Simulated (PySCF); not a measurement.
One molecule, one basis, several functionals.

C2H4Cl2O2Si.
SMILES with atom numbers: `[O:1]=[CH:2][O:3][Si@H:4]([Cl:5])[CH2:6][Cl:7]` (hydrogens: H8 on C2; H9 on Si4; H10, H11 on C6)

Torsions of this conformer, `[O:1]=[CH:2][O:3][Si@H:4]([Cl:5])[CH2:6][Cl:7]`: O1–C2–O3–Si4 2°, C2–O3–Si4–Cl5 175°, O3–Si4–C6–Cl7 48°.

PySCF, def2-SVPD basis, density fitting, gas phase, PBE0-D3(BJ)/def2-SVP geometry; singlet excitations by full TDDFT with frozen cores, triplets by Tamm–Dancoff TDDFT and ionisation energies by ΔSCF, from the lowest of the holes tried. One functional is left out:

| functional | exact exchange (%) | HOMO energy (eV) | LUMO energy (eV) | lowest singlet excitation (eV) | lowest triplet excitation (eV) | dipole moment (D) | mean polarisability (au) | vertical ionisation energy (eV) |
| --- | --- | --- | --- | --- | --- | --- | --- | --- |
| LDA | 0 | -7.31 | -2.20 | 5.14 | 4.98 | 1.062 | 85.7 | 10.27 |
| PBE | 0 | -7.21 | -1.91 | 5.32 | 4.98 | 1.050 | 84.9 | 10.15 |
| PBE0 | 25 | -8.56 | -0.76 | 5.78 | 5.20 | 1.112 | 80.9 | 10.53 |
| BHandHLYP | 50 | -9.79 | 0.38 | 6.02 | 5.48 | 1.170 | 78.1 | 10.90 |

Task: Predict the row of B3LYP (20 % exact exchange) by straight lines through the other rows, and check it.

Result: 
```
                       property   line  computed  computed − line  PBE0 (25 %), for comparison
               HOMO energy (eV)  -8.28     -8.31            -0.03                        -8.56
               LUMO energy (eV)  -1.06     -1.06             0.00                        -0.76
 lowest singlet excitation (eV)   5.59      5.72            +0.13                         5.78
 lowest triplet excitation (eV)   5.17      5.19            +0.02                         5.20
              dipole moment (D)  1.101     1.103           +0.002                        1.112
       mean polarisability (au)   82.2      81.7             -0.5                         80.9
vertical ionisation energy (eV)  10.48     10.46            -0.02                        10.53
```
